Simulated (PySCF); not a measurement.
# C6H5FN2O: full NMR table

| Property | Result |
| --- | --- |
| Formula | C6H5FN2O |
| SMILES | CC(=O)c1cc(F)cnn1 |
| Point group of the computed structure | Cs |
| Degrees of unsaturation | 5 |
| Carbon signals | 6 |
| Proton signals | 3 |

Atoms are numbered as in `[CH3:1][C:2](=[O:3])[c:4]1[cH:5][c:6]([F:7])[cH:8][n:9][n:10]1`. Each H is labelled by its parent atom.

Theoretical values (PySCF 2.14.0 with density-fitted response routines): GFN2-xTB structure, shieldings: GIAO PBE0/pcSseg-1. Rapidly exchanging positions averaged, one conformer, non-relativistic, no solvent model.

δ = σ(ref) − σ, references computed at the same level: TMS for 1H (σ = 31.72 ppm), 13C (σ = 186.93 ppm); CFCl3 for 19F (σ = 170.95 ppm); 15N (σ = 267.73 ppm) against NH3; H2O for 17O (σ = 336.08 ppm).

| carbon | δC, type | δH (multiplicity) | HMBC from (2–3 bonds) | span of the C tensor (ppm) |
| --- | --- | --- | --- | --- |
| C1 | 30.5, CH3 | 3.17 (s) | – | 48 |
| C2 | 204.0, C | – | H(C5), H(C1) | 210 |
| C4 | 160.6, C | – | H(C5), H(C1) | 225 |
| C5 | 116.6, CH | 8.08 (m) | H(C8) | 207 |
| C6 | 173.0, C | – | H(C8), H(C5) | 167 |
| C8 | 148.0, CH | 9.65 (m) | H(C5) | 214 |

Other nuclei:
```
atoms  nucleus                  environment  δ (ppm)  σ (ppm)
   F7      19F                aryl fluorine   -123.5    294.4
   N9      15N  pyridine-type ring nitrogen    473.3   -205.5
  N10      15N  pyridine-type ring nitrogen    454.5   -186.8
   O3      17O                ketone oxygen    660.3   -324.2
```

1. Carbon types of the structure: 3 × C, 2 × CH, 1 × CH3, which accounts for all hydrogens.
2. δC 204.0: ketone carbonyl carbon; low-lying n→π* states of the double bond to the heteroatom give a large paramagnetic term (-264 ppm).
3. δC 173.0: aromatic carbon bearing fluorine; an ipso carbon deshielded by its heteroatom.
4. δC 160.6: substituted aromatic carbon next to a ring nitrogen.
5. δC 148.0: aromatic CH next to a ring nitrogen; the adjacent pyridine-type nitrogen withdraws density from it.
6. δH 9.65: hydrogen on an aromatic CH next to a ring nitrogen; ring current plus the neighbouring ring nitrogen.

Splittings by 19F in the carbon and heteronuclear signals aren't shown, as no couplings were computed. Shifts are as computed. Against solution values, carbons near 30 ppm lie about +3 ppm off and those near 130 ppm about +5 ppm. Of 1211 compounds with measured shifts, 218 miss one by over three times the rms of a fit or turn the order of signals round; such compounds aren't used in these exercises. Unscaled 19F shifts against computed CFCl3 carry errors that often reach 10 to 50 ppm. Unscaled 17O shifts of doubly bonded oxygen tend to come out too high, by tens of ppm or more. Experimental scales use liquid or dissolved standards, which lie at an offset from isolated NH3 (liquid NH3: subtract about 20 ppm) and H2O (liquid H2O: subtract about 36 ppm). Unscaled 15N shifts of sp2 nitrogen come out 20 to 40 ppm too high even then. Multiplicities follow the n + 1 count of equivalent neighbours, as no J values were calculated; m marks all less simple cases, F and P coupling included.
